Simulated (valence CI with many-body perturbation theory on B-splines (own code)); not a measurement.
The numbers below are computed, except where a source is named.
## Ag VIII: what each term of the Hamiltonian does

Level of theory: valence CI with perturbative core correlation (CI+MBPT): four valence electrons over a frozen Dirac-Fock core [Kr], radial functions for each j: 9 s, 9 p, 10 d, 8 f, 5 g, 3 h, 1 i, with the one-electron correlation potential Σ1 (screened to all orders), the two-electron term Σ2, the three-electron term Σ3, Breit, model QED; selected single and double excitations, second order for the rest, scaled by the run's own slope (own B-spline code, finite nucleus).

Set against measurement, 28 paired levels are off by 389 cm⁻¹ on average, the worst by 1561. These come from a selection out of Atoms 5, 11 (2017), spectra Ag VII to Ag IX. Levels without a partner in it may be off by more, other configurations by 1,000 to 8,000 cm⁻¹. Among the levels kept, up to 270 cm⁻¹ of a level comes from second order outside the variational space, and about a tenth of that is noise between levels of different J, which matters for small intervals. Only levels of the ground parity were solved; by the run's estimate the other parity begins above the list, which can be wrong where configurations are misplaced.

Each rung adds one term. CI alone is the Dirac-Coulomb CI over the frozen core; QED comes last and gives the full result, which names the levels. Energies are above 4d⁴ ⁵D_0 on the same rung, in cm⁻¹.

Names give the largest LS component (configuration and term), which can be under half, so a name can repeat, a term be missing and a line seem to break the LS rules; names also repeat where a configuration has a term twice. Letters in brackets count levels of one name in rising energy.

| Level | CI alone | Σ1 | Σ2 | Σ3 | Breit | QED | Full |
| --- | --- | --- | --- | --- | --- | --- | --- |
| 4d⁴ ⁵D_1 | 1248 | +91 | +28 | +24 | -85 | +7.2 | 1313 |
| 4d⁴ ⁵D_2 | 3051 | +187 | +71 | +31 | -180 | +15 | 3176 |
| 4d⁴ ⁵D_3 | 5066 | +270 | +125 | +30 | -266 | +21 | 5246 |
| 4d⁴ ⁵D_4 | 7164 | +337 | +195 | +23 | -347 | +26 | 7399 |
| 4d⁴ ³P_0 [a] | 20743 | +129 | +1257 | -429 | +4.0 | +1.5 | 21706 |
| 4d⁴ ³H_4 | 24932 | +258 | -2231 | -424 | -119 | +7.5 | 22424 |
| 4d⁴ ³H_5 | 27873 | +427 | -2478 | -341 | -276 | +19 | 25224 |
| 4d⁴ ³G_3 | 28136 | +332 | -1102 | -593 | -151 | +12 | 26635 |
| 4d⁴ ³P_1 [a] | 25628 | +343 | +1266 | -269 | -184 | +18 | 26802 |
| 4d⁴ ³H_6 | 29791 | +503 | -2569 | -313 | -370 | +24 | 27066 |
| 4d⁴ ³F_2 [a] | 28418 | +349 | -203 | -484 | -186 | +16 | 27911 |
| 4d⁴ ³F_4 [a] | 30412 | +502 | -1044 | -476 | -316 | +26 | 29104 |
| 4d⁴ ³G_4 | 34417 | +499 | -1520 | -770 | -326 | +25 | 32325 |
| 4d⁴ ³P_2 [a] | 31621 | +531 | +964 | -392 | -318 | +28 | 32434 |
| 4d⁴ ³F_3 [a] | 34053 | +558 | -1109 | -577 | -364 | +32 | 32592 |
| 4d⁴ ³G_5 | 36764 | +658 | -1877 | -633 | -480 | +37 | 34471 |
| 4d⁴ ³D_3 | 39406 | +454 | -1323 | -1059 | -252 | +21 | 37247 |
| 4d⁴ ¹I_6 | 42081 | +672 | -3583 | -569 | -451 | +33 | 38183 |
| 4d⁴ ³D_2 | 39824 | +492 | -507 | -824 | -342 | +30 | 38674 |

The middle columns are the shifts that each term adds.

(1) How does the ionisation energy move along the ladder, and which term matters most?

## Answers

(1) CI alone 122.48, + Σ1 124.19, + Σ2 125.57, + Σ3 125.58, + Breit 125.58, + QED 125.58 eV. The largest step is Σ1, 1.72 eV. NIST lists 125 ± 2.1 eV (theoretical).
